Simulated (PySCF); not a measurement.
GeOF₂, SMILES [Ge]([F])([F])=[O].

Coordinates come from a B3LYP-D3(BJ)/def2-SVP optimisation.

Level of theory: ωB97X/def2-TZVPD (PySCF).

Symmetry labels are those of the subgroup C2v that the program uses (full group C2v).

Q: List the valence orbital energies around the gap with their symmetry. (An estimate is asked for; the answer gives what the named calculation found.)

A: 
```csv
orbital,symmetry,energy (eV)
HOMO−7,B2,-17.11
HOMO−6,B1,-16.42
HOMO−5,A1,-16.34
HOMO−4,A2,-15.69
HOMO−3,B2,-15.35
HOMO−2,A1,-13.96
HOMO−1,B1,-12.22
HOMO,B2,-11.97
LUMO,A1,-1.12
LUMO+1,B1,0.22
LUMO+2,A1,2.60
LUMO+3,B2,2.62
```
